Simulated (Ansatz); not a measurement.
Consider the ligand exchange at the Si–C bond: `[SiH3]C[SiH2]P` + HCl → `P[SiH2]Cl` + `C[SiH3]`.

Isolated molecules relaxed with PBE0-D4/def2-TZVP in Ansatz; ΔE leaves out vibrations. CCSD(T)/CBS is the MP2 limit (def2-TZVPP, def2-QZVPP) plus CCSD(T) − MP2 in def2-TZVPP, frozen cores. This one scheme is used for every species. One conformer a species, not always the lowest.

`[SiH3]C[SiH2]P`:

```xyz
13

Si    0.946   -1.686    0.974
C    -0.099   -0.159    0.682
Si   -0.026    0.495   -1.071
P    -1.272    2.333   -1.470
H     0.499   -2.790    0.083
H     0.838   -2.146    2.385
H     2.375   -1.393    0.682
H     0.227    0.632    1.367
H    -1.141   -0.388    0.930
H    -0.492   -0.555   -2.018
H     1.379    0.842   -1.420
H    -0.814    3.008   -0.305
H    -2.421    1.809   -0.817
```

HCl:

Z-matrix (Å, degrees):
```
Cl
H 1 1.279
```

`P[SiH2]Cl`:

```xyz
7

P    -1.510   -0.246   -0.050
Si    0.643    0.374   -0.182
Cl    0.881    2.097    0.918
H    -1.350   -0.791    1.253
H    -1.237   -1.487   -0.693
H     0.970    0.677   -1.597
H     1.602   -0.623    0.350
```

`C[SiH3]`:

Z-matrix (Å, degrees):
```
C
Si 1 1.871
H 1 1.092 2 110.8
H 1 1.092 2 110.8 3 -120.0
H 1 1.092 2 110.8 3 120.0
H 2 1.488 1 110.7 3 -179.9
H 2 1.488 1 110.7 3 -59.9
H 2 1.488 1 110.7 3 60.1
```

```
         level  ΔE (kJ/mol)
 HF/def2-TZVPP       -105.6
MP2/def2-TZVPP        -87.7
```

What does CCSD(T)/CBS give? (Estimate.)

The calculation gave: -88.3 kJ/mol. The listed levels differ from it by -17.3, 0.6 kJ/mol.

What do rigid-rotor, harmonic-oscillator terms from PBE0-D4/def2-TZVP frequencies (298.15 K, 1 bar) make of the CCSD(T)/CBS value? (An estimate is asked.)

Ansatz gave: ΔZPE = +9.8 kJ/mol, ΔH = -81.5 kJ/mol, ΔS = 5 J/(mol·K), ΔG = -83.0 kJ/mol. Modes under 50 cm⁻¹ make the entropy rough.

Largest T1 diagnostic among the species: 0.012.

The D4 term adds +7.5 kJ/mol with B3LYP and +4.6 kJ/mol with PBE0; it sums over pairs of atoms, weighted by their polarisabilities, and B3LYP, whose exchange is more repulsive, gets the larger term. In def2-TZVPP, CCSD(T) changes the Hartree–Fock value by +21.2 kJ/mol (the triples alone add +2.3 kJ/mol) and MP2 by +18.0 kJ/mol.

CCSD(T)/CBS has its own doubt, a few kJ/mol and more with outer-core shells, so smaller differences from it don't rank the levels.

B3LYP here is the variant with VWN-RPA as its local correlation; programs differ in this.
